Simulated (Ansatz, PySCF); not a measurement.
Protons, H atoms and electrons added to or taken from CF. Gas-phase values, no solvent. Strings in code marks are SMILES.

Quantity: vertical detachment energy (energy after one electron is removed minus that of the parent at the parent's geometry), in eV. Levels without diffuse functions put anions too high.

Level 1: frozen-core CCSD(T)/aug-cc-pVTZ // PBE0-D3(BJ)/def2-TZVPD (Ansatz, a first-principles code)
Level 2: PBE0-D3(BJ)/def2-TZVPD (PySCF)
Level 3: minus the HOMO energy of B3LYP/6-31G* // PBE0-D3(BJ)/def2-TZVPD (PySCF)
Level 4: minus the HOMO energy of PBE0-D3(BJ)/def2-TZVPD (PySCF)

| species | level 1 | level 2 | level 3 | level 4 |
|---|---|---|---|---|
| `[CH2-]F` | 0.98 | 0.81 | -3.51 | -1.47 |
